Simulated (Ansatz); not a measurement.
```yaml
crystal:
  periodic: [false, false, false]
  atoms:
    - {symbol: Fe, position_ang: [-0.015163, -0.008756, -0.000455]}
    - {symbol: I, position_ang: [-0.043553, -0.035974, 2.478775]}
    - {symbol: I, position_ang: [0.058716, 0.044729, -2.478319]}
basis:
  gaussian: {orbitals: def2-SVPD}
magnetization: {spin_polarized: true, initial_magnetization: 4}
hamiltonian: {xc: {name: B97}}
scf: {lower_state_search: off}
```

```sh
$ ansatz run in.yaml --threads 2 --pin off --events-out ev --progress --plain --max-ram 4352MiB
```

It prints (some lines left out):

```
Functional definition: B97
1236 factors; integrals over basis functions are off by at most 3.0e-4 eV
mean field evaluation 1: about -50496.1566 eV, gradient 1.5e2 eV
mean field evaluation 2: about -49892.5258 eV, gradient 3.7e2 eV
mean field evaluation 4: about -50368.5872 eV, gradient 2.0e2 eV
mean field evaluation 8: about -50586.2804 eV, gradient 8.5e0 eV
mean field evaluation 16: about -50586.9211 eV, gradient 1.2e-6 eV
mean field -50586.92113098 eV, -1859.0350625169 hartree, gradient 5.6e-6 eV, S^2 6.009745; 0 other end points of the search recorded, 0 dependent functions left out
reference -50586.92116893 eV, -1859.0350639113 hartree; 40, 36 occupied and 64, 68 virtual orbitals, 1236 factors
Total energy: -50586.92116893 eV, -1859.0350639113 hartree
Checks for a lower state left out: stability, starts, cluster_reference, orbital_swaps, neighbouring_geometries, increment
```

Hardware: 2 threads of Intel Xeon 6975P-C on a shared host. Wall time 4.5 s.

In the def2 sets I takes a core potential; there is no spin–orbit coupling.
